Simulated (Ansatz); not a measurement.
```yaml
crystal:
  periodic: [false, false, false]
  atoms:
    - {symbol: S, position_ang: [-1.262281, 0.268988, 0.014886]}
    - {symbol: Si, position_ang: [-0.022047, 0.717030, -0.021742]}
    - {symbol: Ga, position_ang: [0.759887, -0.746676, 0.194270]}
    - {symbol: H, position_ang: [-1.388172, -0.341270, -0.596753]}
    - {symbol: H, position_ang: [0.184170, 1.054133, -0.905284]}
    - {symbol: H, position_ang: [0.031733, 1.393544, 0.657140]}
    - {symbol: H, position_ang: [0.615380, -1.494122, -0.581825]}
    - {symbol: H, position_ang: [1.022419, -0.880557, 1.196864]}
basis:
  gaussian: {orbitals: x2c-TZVPPall, point_charges: [{charge: -1.00, position_ang: [4.633, -0.556, 0.192]}]}
hamiltonian: {xc: {name: r2SCAN}}
accuracy: high
scf: {lower_state_search: off}
output: {forces: true}
```

```sh
$ ansatz run in.yaml --threads 2 --pin off --events-out ev --progress --plain --max-ram 4352MiB
```

Shortened log:

```
Functional definition: r2SCAN
3303 factors; integrals over basis functions are off by at most 4.3e-9 eV
mean field evaluation 1: about -71667.1859 eV, gradient 8.5e1 eV
mean field evaluation 2: about -71651.5590 eV, gradient 1.2e2 eV
mean field evaluation 4: about -71680.0610 eV, gradient 9.0e0 eV
mean field evaluation 8: about -71680.2321 eV, gradient 6.9e-1 eV
mean field evaluation 16: about -71680.2330 eV, gradient 1.0e-4 eV
mean field -71680.23297180 eV, -2634.1999751069 hartree, gradient 1.4e-8 eV, S^2 0.000000; 0 other end points of the search recorded, 0 dependent functions left out
reference -71680.23297257 eV, -2634.1999751351 hartree; 33, 33 occupied and 169, 169 virtual orbitals, 3303 factors
Total energy: -71680.23297257 eV, -2634.1999751351 hartree
Relativity: scalar
Atom 0 at    -1.262281     0.268988     0.014886 Å, force   -80.297649     1.601667    36.935424 eV/Å
Atom 1 at    -0.022047     0.717030    -0.021742 Å, force    66.075240    17.309691    -1.871784 eV/Å
Atom 2 at     0.759887    -0.746676     0.194270 Å, force     9.430535    -5.072890    -5.054096 eV/Å
Atom 3 at    -1.388172    -0.341270    -0.596753 Å, force    -8.069293   -34.225063   -33.746664 eV/Å
Atom 4 at     0.184170     1.054133    -0.905284 Å, force     7.477336    13.745072   -30.315458 eV/Å
Atom 5 at     0.031733     1.393544     0.657140 Å, force     2.409869    24.839018    24.407122 eV/Å
Atom 6 at     0.615380    -1.494122    -0.581825 Å, force    -2.660952   -14.169450   -14.613734 eV/Å
Atom 7 at     1.022419    -0.880557     1.196864 Å, force     5.856519    -4.011337    24.281412 eV/Å
Dipole moment:     0.178887     0.011931    -0.115412 e Å
Checks for a lower state left out: stability, starts, cluster_reference, orbital_swaps, neighbouring_geometries, increment
```

Task: What is wrong with this run?

Result: The geometry is squeezed to about two thirds of its size. Self-consistency was reached. The result belongs to that input, not to the molecule as meant.
